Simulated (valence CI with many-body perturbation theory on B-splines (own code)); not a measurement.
Results of a calculation; reference values are marked as such.
## La⁴⁴⁺: magnetic and hyperfine properties of the levels

Method: configuration interaction combined with many-body perturbation theory (CI+MBPT): three valence electrons over a frozen Dirac-Fock core [Ne], a basis of 11 s, 11 p, 10 d, 8 f, 5 g, 2 h functions for each j, with the one-electron correlation potential Σ1, the two-electron term Σ2, the three-electron term Σ3, Breit, model QED; selected CI, second order for the rest, scaled by the run's own slope (own B-spline code, finite nucleus).

No measured spectrum was set against this ion. As an estimate, large intervals hold to a few tenths of a per cent, small ones and those within an open d or f shell to about a per cent.

A/g_I is the dipole constant over the nuclear g factor μ/I (μ in nuclear magnetons, uniformly magnetised nucleus), B/Q the quadrupole constant per barn. Both hold the static response of the core; the bare values leave it out. Large factors of s and p1/2 electrons are usually good to 5 to 10 %; those of open d and f shells near neutrality can be off by tens of per cent, and small factors of p3/2, d and f electrons come from cancelling terms and can be off by a factor of two or in sign, in half-filled shells by more. B is blank for J = 1/2, where it vanishes, and for nearly pure S terms. Energies count from the lowest level.

Levels are named by their leading jj configuration (3d3/2^4 stands for four electrons in 3d with j = 3/2), which in mixed levels can hold well under half, so a name can repeat and another be missing. Letters in brackets count levels of one name in rising energy.

```csv
Level,E (Ry),g,A/g_I (MHz),A/g_I bare,B/Q (MHz/b),B/Q bare
(3s^2 3p1/2) J=1/2,0.000,0.656,590000,576000,,
(3s^2 3p3/2) J=3/2,7.815,1.327,89200,88900,168000,165000
(3s 3p1/2^2) J=1/2,8.120,2.261,1750000,1710000,,
(3s 3p1/2 3p3/2) J=3/2 [a],14.508,1.662,449000,440000,136000,134000
(3s 3p1/2 3p3/2) J=5/2,15.405,1.368,523000,512000,101000,99200
(3s 3p1/2 3p3/2) J=3/2 [b],16.611,0.939,27400,28600,116000,114000
(3s 3p1/2 3p3/2) J=1/2,17.207,1.198,-534000,-516000,,
(3s^2 3d3/2) J=3/2,20.051,0.838,26100,27800,26200,27100
(3s^2 3d5/2) J=5/2,21.113,1.265,108000,107000,8470,9830
(3s 3p3/2^2) J=5/2,23.452,1.346,371000,363000,97100,95700
(3p1/2^2 3p3/2) J=3/2,24.819,1.231,62900,64700,137000,135000
(3s 3p3/2^2) J=1/2,25.059,1.854,1830000,1790000,,
(3s 3p3/2^2) J=3/2,25.434,1.198,-250000,-241000,-47000,-46200
(3s 3p1/2 3d3/2) J=3/2 [a],25.849,0.545,-139000,-134000,46500,46800
(3s 3p1/2 3d3/2) J=5/2,26.482,1.046,470000,460000,-2250,-818
(3s 3p1/2 3d3/2) J=1/2,27.853,0.357,-708000,-687000,,
(3s 3p1/2 3d3/2) J=3/2 [b],27.984,1.322,380000,373000,25700,25500
(3s 3p1/2 3d5/2) J=5/2 [a],28.352,1.343,167000,166000,24600,25900
(3s 3p1/2 3d5/2) J=7/2,28.888,1.253,348000,341000,-5620,-3600
(3s 3p1/2 3d5/2) J=5/2 [b],29.483,1.083,50700,51600,34800,35600
(3s 3p1/2 3d5/2) J=3/2,29.675,1.188,-265000,-255000,-9090,-7890
(3p1/2 3p3/2^2) J=5/2,32.485,1.122,204000,201000,51700,51100
(3p1/2 3p3/2^2) J=3/2,32.849,1.308,-21700,-17400,40300,39800
(3p1/2 3p3/2^2) J=1/2,33.378,0.667,587000,571000,,
(3s 3p3/2 3d3/2) J=3/2 [a],34.471,1.345,287000,283000,-11300,-12000
(3s 3p3/2 3d3/2) J=5/2 [a],34.519,1.272,244000,241000,40000,38900
(3s 3p3/2 3d3/2) J=1/2 [a],34.538,2.314,878000,860000,,
(3s 3p3/2 3d3/2) J=7/2,34.705,1.296,300000,295000,122000,121000
(3s 3p3/2 3d5/2) J=9/2,35.138,1.327,245000,241000,207000,205000
(3s 3p3/2 3d3/2) J=3/2 [b],35.921,1.029,-40700,-37300,-89600,-87800
(3p1/2^2 3d3/2) J=3/2,35.942,0.759,50200,50000,25300,26400
(3s 3p3/2 3d5/2) J=5/2 [a],36.405,1.336,361000,354000,-82700,-80900
(3s 3p3/2 3d5/2) J=3/2 [a],37.046,1.162,-53200,-48700,-87100,-85700
(3s 3p3/2 3d5/2) J=7/2 [a],37.095,1.182,114000,114000,167000,166000
(3s 3p3/2 3d3/2) J=5/2 [b],37.099,0.935,-69900,-65700,120000,120000
(3s 3p3/2 3d3/2) J=1/2 [b],37.261,0.611,126000,124000,,
(3s 3p3/2 3d5/2) J=7/2 [b],37.990,1.194,60400,61200,119000,119000
(3p1/2^2 3d5/2) J=5/2,38.307,1.193,15300,17900,20800,22300
(3s 3p3/2 3d5/2) J=1/2,38.594,0.679,-360000,-350000,,
(3s 3p3/2 3d5/2) J=3/2 [b],39.064,1.303,422000,412000,52200,52300
```

**Question.** Take the isotope of mass number 138, with I = 5, μ = 3.7084 μN and Q = 0.39 b. What is the hyperfine structure of (3s 3p1/2 3p3/2) J=5/2?

**Answer.** From the table A = 388000 MHz, B = 39300 MHz. Shifts from the centre of gravity in MHz: F = 5/2: -5800000, F = 7/2: -4460000, F = 9/2: -2720000, F = 11/2: -593000, F = 13/2: 1930000, F = 15/2: 4860000.
